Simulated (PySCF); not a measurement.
Here is a job for PySCF.
```python
from pyscf import gto, scf, dft

mol = gto.Mole()
mol.atom = '''
    Si   -0.00666824   -0.00277970    0.12275926
    H     0.04778718    1.13172388   -0.83406892
    H     0.04556812   -1.09280805   -0.88456070
'''
mol.basis = 'def2-svpd'
mol.verbose = 3
mol.build()

mf = dft.RKS(mol)
mf.xc = 'wb97m_v'
mf.kernel()
```

Problem. What does this run give for the HOMO-LUMO gap, number of basis functions, dipole moment, nuclear repulsion energy, Mulliken (on the basis functions themselves) charges in atom order, HOMO energy?

Solution. 
The HOMO-LUMO gap is 7.75 eV and the number of basis functions comes out as 40. The dipole moment is 0.35 D, the nuclear repulsion energy is 10.2148 Eh and the Mulliken (on the basis functions themselves) charges in atom order is Si1 -0.23, H2 0.11, H3 0.11. The HOMO energy is -8.67 eV.
